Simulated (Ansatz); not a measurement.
Al₇N₇⁺. Total charge 1; doublet. Geometry r2SCAN-D4/def2-SVP, that of the neutral singlet.

```xyz
14

Al   -0.194    3.290   -0.321
Al   -2.204   -2.200    2.019
Al   -1.254    1.063    0.882
Al   -0.530   -1.390    0.384
Al    1.511   -0.503   -0.970
Al    1.892    2.110   -1.715
Al    0.406   -3.679    0.271
N    -1.451    2.801    0.778
N     1.119    3.626   -1.398
N    -1.748   -0.548    1.616
N    -1.186   -3.198    0.936
N     2.574    0.522   -1.913
N     1.098   -2.162   -0.293
N    -0.033    0.267   -0.275
```

Single mean-field runs in def2-TZVP are fitted with def2-universal-jkfit. At PBE-D4/def2-TZVP, PBE0-D4/def2-TZVP the charge 1 doublet is spin-contaminated (final ⟨S²⟩ up to 0.94, 0.75 for a pure state).

Q: Estimate the α-spin orbital energies around the gap (eV) in Ansatz with PBE-D4/def2-TZVP, PBE0-D4/def2-TZVP, CAM-B3LYP-D4/def2-TZVP.

A: 
| orbital | PBE-D4/def2-TZVP | PBE0-D4/def2-TZVP | CAM-B3LYP-D4/def2-TZVP |
| --- | --- | --- | --- |
| HOMO−5 | -9.97 | -11.19 | -12.17 |
| HOMO−4 | -9.76 | -10.89 | -12.09 |
| HOMO−3 | -9.66 | -10.81 | -11.77 |
| HOMO−2 | -9.63 | -10.71 | -11.65 |
| HOMO−1 | -9.43 | -10.55 | -10.67 |
| HOMO | -9.35 | -10.38 | -10.59 |
| LUMO | -8.41 | -7.87 | -7.31 |
| LUMO+1 | -7.91 | -7.34 | -6.79 |
| LUMO+2 | -6.05 | -5.04 | -4.09 |
| LUMO+3 | -5.16 | -4.51 | -3.85 |
| LUMO+4 | -4.75 | -4.04 | -3.38 |
| LUMO+5 | -4.75 | -3.72 | -2.86 |
| β HOMO | -9.16 | -9.43 | -10.13 |
| β LUMO | -8.88 | -8.28 | -7.40 |
